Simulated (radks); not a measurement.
The numbers below are computed, except where a source is named.
Task: Valence configurations of the erbium ion Er3+ (all share [Xe]). Code: a radial shooting solver on a logarithmic mesh with Libxc functionals. Model: Dirac Kohn-Sham, PBE, spin-unpolarised, spherical densities, finite nucleus; open shells are shared between the two j in proportion to 2j + 1; Fermi nuclear charge, rms radius 5.2516 fm. Order these by energy: 4f10.5 6p0.5; 4f8 6s1 6p2; 4f9 6p2; 4f8 6p3; 4f10 5d1; 4f9 5d1 6p1; 4f11; 4f8.5 5d2.5; 4f10 6s1; 4f10.5 5d0.5.

Result: From the lowest, in eV above it: 4f11 0.000; 4f10.5 5d0.5 5.861; 4f10.5 6p0.5 9.771; 4f10 5d1 13.101; 4f10 6s1 15.666; 4f9 5d1 6p1 42.239; 4f8.5 5d2.5 43.986; 4f9 6p2 53.898; 4f8 6s1 6p2 89.745; 4f8 6p3 97.194. NIST lists [Xe] 4f11 as the ground configuration; this level of theory agrees among the configurations tried. The energies are those of spherical spin-averaged densities, not of single terms.
